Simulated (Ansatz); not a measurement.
System: trifluoro(isocyanato)silane, CF3NOSi (charge 0, singlet). SMILES: O=C=N[Si](F)(F)F
Coordinates optimised at B3LYP-D3(BJ)/def2-TZVP (Ansatz, a program for electronic structure):
```xyz
7

O      3.2467    -0.1067    -0.2157
C      2.0996    -0.0895    -0.0398
N      0.9217    -0.0790     0.1757
Si    -0.7376     0.0254     0.0432
F     -1.4002    -0.2320     1.4439
F     -1.1694     1.4519    -0.4580
F     -1.2856    -1.0436    -0.9715
```

Wanted: atomisation energy (electronic, to ground-state atoms), in kcal/mol. Correlated levels leave the core frozen unless marked. Open shells are spin-unrestricted. Spin-orbit coupling is left out. No relativistic terms. The coupled-cluster limit lacks core correlation, which all-electron functionals hold. Basis-set limits of correlation are two-point, X^-3; Hartree-Fock from the larger set.

```
level                         program  atomisation energy (kcal/mol)
---------------------  --------------  -----------------------------
PBE/def2-TZVPD                 Ansatz                          880.5
BLYP/def2-TZVPD                Ansatz                          853.2
B3LYP-D4/def2-TZVPD    Ansatz + dftd4                          847.6
PBE0-D3(BJ)/def2-TZVP  Ansatz + dftd3                          848.7
```

What does CCSD(T)/CBS(aug-cc-pV(T+d)Z,aug-cc-pV(Q+d)Z) (Ansatz) give?

857.2 kcal/mol
